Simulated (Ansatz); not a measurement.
Born–Oppenheimer molecular dynamics of C2H8AlFO (13 atoms, charge 0, multiplicity 1). It starts from a rough guess of a transition structure, not a stationary point.

Theory: UKS PBE0-D4/6-31G (Ansatz).

```json
{
  "ensemble": "NVE (velocity Verlet)",
  "time step": "0.5 fs",
  "steps asked": "150",
  "starting velocities drawn for": "300 K",
  "seed": "664879"
}
```

Frames 0.5 fs apart, positions in Å, forces in eV/Å.

Velocities at 45.0 fs (Å/ps):

```
Al -1.31 11.81 -2.12
F -11.02 4.27 -12.74
C 2.67 -1.22 1.83
O 0.30 -5.88 11.39
H 21.17 -48.54 -56.40
C 13.17 -15.87 10.23
H 27.39 7.68 7.24
H 8.24 -8.53 -4.54
H -1.39 -11.87 -7.18
H -25.98 -3.34 7.46
H -21.42 -34.29 -11.41
H 39.10 -10.75 5.03
H 2.07 10.09 32.11
```

```xyz
13
Properties=species:S:1:pos:R:3:forces:R:3 time_fs=45.0 energy_less_start_eV=-1.198 T=1145
Al -0.699 0.577 0.069 -1.36 -0.81 -4.21
F -1.422 0.075 -1.539 0.72 0.44 2.09
C 0.743 1.726 -0.099 1.28 0.40 1.04
O -1.426 0.170 1.462 -1.12 -1.00 2.04
H 0.419 -2.461 -1.228 1.31 0.38 2.42
C 0.781 -2.317 -0.097 -3.83 -2.67 -3.55
H 0.448 2.765 0.041 0.09 0.20 -0.06
H 1.433 1.449 0.724 0.03 0.39 -0.34
H 1.246 1.597 -1.042 0.29 0.09 -0.47
H -1.945 -0.362 2.060 0.08 0.26 -0.15
H -0.078 -1.910 0.380 -1.04 0.04 0.97
H 1.056 -3.262 0.327 -0.12 -0.69 0.24
H 1.534 -1.684 0.040 3.68 2.97 -0.02
13
Properties=species:S:1:pos:R:3:forces:R:3 time_fs=45.5 energy_less_start_eV=-1.169 T=1124
Al -0.700 0.583 0.068 -1.59 -0.96 -4.00
F -1.427 0.078 -1.545 0.76 0.48 2.18
C 0.744 1.725 -0.097 1.39 0.47 0.90
O -1.426 0.167 1.467 -1.11 -1.03 1.93
H 0.431 -2.485 -1.253 1.41 0.52 2.88
C 0.787 -2.325 -0.092 -3.57 -2.33 -3.77
H 0.462 2.769 0.044 0.08 0.14 -0.08
H 1.438 1.445 0.721 0.03 0.37 -0.34
H 1.246 1.591 -1.046 0.22 0.12 -0.34
H -1.958 -0.363 2.064 0.22 0.38 -0.32
H -0.090 -1.927 0.375 -0.81 -0.09 0.81
H 1.076 -3.268 0.330 -0.15 -0.66 0.25
H 1.539 -1.676 0.056 3.11 2.60 -0.11
13
Properties=species:S:1:pos:R:3:forces:R:3 time_fs=46.0 energy_less_start_eV=-1.184 T=1133
Al -0.701 0.589 0.066 -1.81 -1.11 -3.77
F -1.433 0.080 -1.551 0.80 0.52 2.26
C 0.746 1.725 -0.096 1.50 0.55 0.71
O -1.426 0.164 1.474 -1.06 -1.01 1.75
H 0.447 -2.508 -1.272 1.44 0.64 3.17
C 0.793 -2.334 -0.088 -2.95 -1.66 -3.70
H 0.476 2.774 0.048 0.08 0.07 -0.10
H 1.442 1.442 0.718 0.05 0.33 -0.30
H 1.246 1.586 -1.051 0.13 0.15 -0.18
H -1.970 -0.363 2.067 0.33 0.45 -0.43
H -0.104 -1.944 0.372 -0.49 -0.23 0.62
H 1.095 -3.276 0.333 -0.18 -0.57 0.23
H 1.552 -1.661 0.071 2.16 1.87 -0.26
13
Properties=species:S:1:pos:R:3:forces:R:3 time_fs=46.5 energy_less_start_eV=-1.212 T=1152
Al -0.702 0.595 0.064 -2.01 -1.26 -3.52
F -1.438 0.082 -1.557 0.83 0.55 2.33
C 0.748 1.724 -0.095 1.58 0.64 0.50
O -1.427 0.161 1.480 -0.96 -0.92 1.50
H 0.466 -2.529 -1.282 1.42 0.73 3.32
C 0.798 -2.343 -0.085 -2.20 -0.89 -3.45
H 0.490 2.778 0.051 0.07 -0.01 -0.13
H 1.446 1.440 0.714 0.08 0.29 -0.25
H 1.246 1.580 -1.056 0.04 0.19 -0.01
H -1.982 -0.363 2.068 0.38 0.46 -0.48
H -0.119 -1.962 0.371 -0.11 -0.36 0.43
H 1.113 -3.285 0.337 -0.21 -0.42 0.20
H 1.570 -1.642 0.086 1.10 0.99 -0.44
13
Properties=species:S:1:pos:R:3:forces:R:3 time_fs=47.0 energy_less_start_eV=-1.230 T=1164
Al -0.703 0.600 0.062 -2.20 -1.39 -3.26
F -1.443 0.085 -1.562 0.86 0.58 2.39
C 0.750 1.724 -0.093 1.64 0.73 0.27
O -1.427 0.157 1.487 -0.79 -0.78 1.18
H 0.488 -2.548 -1.285 1.36 0.80 3.35
C 0.802 -2.352 -0.082 -1.50 -0.19 -3.09
H 0.504 2.783 0.054 0.06 -0.08 -0.15
H 1.451 1.438 0.709 0.12 0.24 -0.18
H 1.247 1.576 -1.062 -0.04 0.22 0.16
H -1.993 -0.361 2.069 0.36 0.42 -0.46
H -0.134 -1.981 0.371 0.27 -0.47 0.25
H 1.131 -3.296 0.342 -0.26 -0.23 0.15
H 1.591 -1.620 0.101 0.11 0.13 -0.61
13
Properties=species:S:1:pos:R:3:forces:R:3 time_fs=47.5 energy_less_start_eV=-1.234 T=1168
Al -0.704 0.606 0.060 -2.36 -1.52 -2.99
F -1.448 0.087 -1.567 0.89 0.61 2.44
C 0.753 1.724 -0.092 1.67 0.82 0.05
O -1.427 0.154 1.493 -0.58 -0.59 0.81
H 0.514 -2.565 -1.280 1.26 0.85 3.28
C 0.806 -2.361 -0.080 -0.90 0.36 -2.68
H 0.519 2.787 0.056 0.05 -0.15 -0.17
H 1.456 1.438 0.704 0.18 0.18 -0.10
H 1.248 1.571 -1.067 -0.11 0.25 0.30
H -2.002 -0.358 2.069 0.29 0.34 -0.39
H -0.149 -2.001 0.372 0.62 -0.54 0.09
H 1.149 -3.306 0.346 -0.30 -0.01 0.11
H 1.612 -1.598 0.113 -0.70 -0.60 -0.74
13
Properties=species:S:1:pos:R:3:forces:R:3 time_fs=48.0 energy_less_start_eV=-1.232 T=1167
Al -0.706 0.611 0.057 -2.51 -1.64 -2.72
F -1.453 0.089 -1.572 0.91 0.64 2.48
C 0.756 1.724 -0.090 1.67 0.89 -0.16
O -1.428 0.150 1.500 -0.31 -0.36 0.40
H 0.543 -2.581 -1.267 1.13 0.88 3.09
C 0.810 -2.370 -0.079 -0.42 0.73 -2.22
H 0.534 2.791 0.058 0.03 -0.20 -0.19
H 1.461 1.437 0.698 0.23 0.13 -0.02
H 1.248 1.568 -1.071 -0.17 0.27 0.41
H -2.011 -0.355 2.067 0.17 0.21 -0.27
H -0.162 -2.022 0.373 0.93 -0.58 -0.05
H 1.166 -3.317 0.352 -0.35 0.21 0.06
H 1.631 -1.577 0.124 -1.32 -1.17 -0.83
13
Properties=species:S:1:pos:R:3:forces:R:3 time_fs=48.5 energy_less_start_eV=-1.234 T=1168
Al -0.708 0.616 0.054 -2.63 -1.74 -2.45
F -1.458 0.092 -1.576 0.94 0.66 2.52
C 0.759 1.724 -0.089 1.65 0.94 -0.32
O -1.429 0.146 1.507 -0.02 -0.11 -0.03
H 0.574 -2.594 -1.247 0.96 0.88 2.75
C 0.814 -2.379 -0.078 -0.02 0.97 -1.70
H 0.548 2.795 0.060 0.00 -0.23 -0.20
H 1.467 1.437 0.693 0.28 0.07 0.07
H 1.248 1.565 -1.074 -0.20 0.29 0.49
H -2.020 -0.351 2.065 0.01 0.06 -0.12
H -0.173 -2.044 0.373 1.17 -0.59 -0.15
H 1.182 -3.327 0.357 -0.39 0.41 0.02
H 1.647 -1.560 0.133 -1.75 -1.60 -0.88
13
Properties=species:S:1:pos:R:3:forces:R:3 time_fs=49.0 energy_less_start_eV=-1.245 T=1176
Al -0.710 0.621 0.050 -2.72 -1.83 -2.18
F -1.463 0.095 -1.581 0.95 0.68 2.55
C 0.763 1.725 -0.087 1.60 0.97 -0.45
O -1.429 0.143 1.514 0.28 0.14 -0.45
H 0.608 -2.605 -1.220 0.75 0.84 2.22
C 0.818 -2.388 -0.077 0.33 1.11 -1.05
H 0.563 2.798 0.061 -0.03 -0.25 -0.21
H 1.473 1.437 0.687 0.33 0.01 0.14
H 1.247 1.563 -1.077 -0.21 0.30 0.53
H -2.029 -0.347 2.063 -0.17 -0.10 0.03
H -0.181 -2.068 0.373 1.35 -0.56 -0.23
H 1.197 -3.336 0.362 -0.43 0.59 0.00
H 1.659 -1.546 0.140 -2.05 -1.89 -0.89
13
Properties=species:S:1:pos:R:3:forces:R:3 time_fs=49.5 energy_less_start_eV=-1.263 T=1188
Al -0.712 0.626 0.047 -2.79 -1.91 -1.92
F -1.467 0.098 -1.584 0.97 0.69 2.57
C 0.767 1.725 -0.086 1.54 0.97 -0.52
O -1.430 0.139 1.521 0.56 0.37 -0.83
H 0.643 -2.614 -1.188 0.52 0.74 1.44
C 0.822 -2.397 -0.077 0.66 1.22 -0.23
H 0.578 2.800 0.061 -0.06 -0.25 -0.21
H 1.480 1.437 0.682 0.35 -0.04 0.20
H 1.246 1.561 -1.077 -0.20 0.30 0.52
H -2.038 -0.343 2.061 -0.33 -0.23 0.16
H -0.186 -2.094 0.373 1.45 -0.51 -0.29
H 1.210 -3.344 0.367 -0.45 0.72 -0.01
H 1.666 -1.536 0.145 -2.22 -2.08 -0.87
13
Properties=species:S:1:pos:R:3:forces:R:3 time_fs=50.0 energy_less_start_eV=-1.277 T=1197
Al -0.715 0.631 0.043 -2.84 -1.96 -1.68
F -1.472 0.100 -1.588 0.98 0.71 2.58
C 0.771 1.726 -0.085 1.48 0.94 -0.54
O -1.431 0.135 1.528 0.78 0.55 -1.15
H 0.680 -2.621 -1.152 0.25 0.57 0.36
C 0.826 -2.405 -0.076 0.99 1.34 0.83
H 0.592 2.802 0.061 -0.09 -0.22 -0.20
H 1.488 1.437 0.678 0.36 -0.08 0.24
H 1.244 1.560 -1.077 -0.17 0.29 0.46
H -2.048 -0.339 2.059 -0.44 -0.32 0.24
H -0.188 -2.120 0.372 1.47 -0.43 -0.32
H 1.223 -3.350 0.372 -0.46 0.81 0.00
H 1.668 -1.532 0.147 -2.30 -2.18 -0.83
13
Properties=species:S:1:pos:R:3:forces:R:3 time_fs=50.5 energy_less_start_eV=-1.274 T=1195
Al -0.718 0.635 0.040 -2.86 -2.00 -1.45
F -1.476 0.103 -1.591 0.99 0.72 2.59
C 0.776 1.727 -0.084 1.40 0.89 -0.50
O -1.431 0.132 1.535 0.93 0.66 -1.38
H 0.717 -2.627 -1.115 -0.01 0.32 -1.01
C 0.830 -2.413 -0.076 1.29 1.48 2.11
H 0.606 2.803 0.061 -0.13 -0.18 -0.18
H 1.497 1.437 0.674 0.34 -0.11 0.26
H 1.242 1.560 -1.076 -0.12 0.27 0.37
H -2.059 -0.337 2.058 -0.49 -0.35 0.25
H -0.186 -2.148 0.370 1.41 -0.34 -0.34
H 1.235 -3.354 0.378 -0.44 0.84 0.03
H 1.664 -1.533 0.148 -2.29 -2.19 -0.76
```

Of the whole run (75 fs, mean temperature of the second half 1125 K): The conserved energy stayed within 0.67 meV per atom of its start (net change -0.4 meV per atom), so the integration is sound. The system heated up, since it started high on the potential surface and ran downhill. A run of 0.075 ps of so small a system gives no equilibrium averages. The orbitals stay closed-shell, which can raise the energy where a bond breaks towards radicals; this wasn't checked here. Limits of this set-up: no polarisation functions.

Time of the run: 13 min on 1 thread of Arm Neoverse V2, on a shared host, peak memory 0.2 GiB.
